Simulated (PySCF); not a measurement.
# Spin states of ZrO

Unrestricted PBE0; PySCF, scalar-relativistic core potentials, basis sets Zr cc-pVDZ-PP with ECP28, O cc-pVDZ. Outer shells of the fragments: Zr 4d2 5s2; O 2s2 2p4.

Followed along the bond (rough minima from three points):

```
2Ms+1  unpaired  ⟨S²⟩ at the start  R at minimum (Å)  Te (eV)
    3  σ ↑, δ ↑               2.05              1.74     0.00
    1      none               0.00              1.72     0.30
    1  σ ↓, δ ↑               1.00              1.74     0.45
    3  σ ↑, π ↑               2.02              1.75     1.39
    3      δ ↑↑               2.04              1.76     1.45
    1      δ ↑↓               1.00              1.75     1.66
```

Solutions found at the starting distance of 2.005 Å, counted from the lowest of them; the search is not exhaustive and high or unbound solutions are not listed, so other states can lie among these:

```csv
2Ms+1,unpaired,term,E (eV),⟨S²⟩,⟨Lz²⟩,μ (D)
3,"σ ↑, δ ↑",³Δ,0.00,2.05,4.00,-5.66
1,"σ ↓, δ ↑",mixed,0.49,1.00,4.00,-4.99
1,none,¹Σ⁺,0.56,0.00,0.00,-4.30
3,"σ ↑, π ↑",mixed,1.20,2.02,1.18,-4.73
3,δ ↑↑,³Σ⁻,1.23,2.04,0.00,-8.09
1,δ ↑↓,mixed,1.46,1.00,8.01,-8.14
```

A term symbol is given only where ⟨S²⟩ and ⟨Lz²⟩ are close to those of a pure state; real π, δ and φ orbitals otherwise mix terms. A positive dipole means Zr(−)O(+).

The measured ground state is X ¹Σ+ (Huber and Herzberg, Constants of Diatomic Molecules (1979)), of another multiplicity than the lowest determinant found here; the functional, the basis or the search can be the cause.

Spin–orbit coupling is left out. With d or f electrons several states lie close, and the lowest PBE0 determinant need not be the measured ground state.
